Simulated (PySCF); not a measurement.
Continuum solvent and chemical shifts

Atom-mapped SMILES (the numbers label the heavy atoms): `[CH3:1][C@:2]1([C:3]#[N:4])[CH2:5][CH2:6][SiH2:7][O:8]1`. Each H is labelled by its parent atom. Ha(C5), Ha(C6), Ha(Si7) are pro-R; Hb(C5), Hb(C6), Hb(Si7) are pro-S.

GIAO PBE0/pcSseg-1 in PySCF 2.14 on one PBE0-D3(BJ)/def2-SVP conformer, non-relativistic, equivalent nuclei averaged. Solvents enter as an IEF-PCM continuum (chloroform with ε = 4.7, water with ε = 78.4) around the gas-phase geometry. Shifts are referred to TMS computed in the same medium.

In chloroform, δ in ppm: C3 130.8, C2 77.0, C5 42.5, C1 29.2, C6 10.0, Si7 12.9, Ha(Si7) 5.10, Hb(Si7) 4.94, Ha(C5) 2.31, H(C1) 1.71, Hb(C5) 1.70, Ha(C6) 1.59, Hb(C6) 1.23. Dipole moment 4.90 D.

(1) How does each δ change in the more polar medium?

(2) Which nuclei move most (in ppm), and what does the model miss?

## Answers

(1) 
```
  atoms                                                 environment  Δδ, water
     C3                                              nitrile carbon       +1.7
     C2    fully substituted sp3 carbon bonded to O, α to a nitrile       +0.8
     C5                                           sp3 CH2 in a ring       +0.1
     C1                                               methyl carbon       +0.1
     C6                                        sp3 CH2 bonded to Si       +0.4
    Si7           silicon bonded to C, O, 2 H, in a 5-membered ring       +0.4
Ha(Si7)  hydrogen on a silicon bonded to C, O, in a 5-membered ring      -0.04
Hb(Si7)  hydrogen on a silicon bonded to C, O, in a 5-membered ring       0.00
 Ha(C5)                            hydrogen on an sp3 CH2 in a ring      +0.06
  H(C1)                                 hydrogen on a methyl carbon      +0.04
 Hb(C5)                            hydrogen on an sp3 CH2 in a ring      +0.13
 Ha(C6)                         hydrogen on an sp3 CH2 bonded to Si      -0.01
 Hb(C6)                         hydrogen on an sp3 CH2 bonded to Si      +0.11
```

Changes are relative to chloroform. The dipole moment becomes 5.29 D in water.

(2) C3 (nitrile carbon, +1.7 ppm) in water. A continuum only polarises the solute; specific hydrogen bonds, the anisotropy of aromatic solvents and changes of geometry or conformer are outside it.
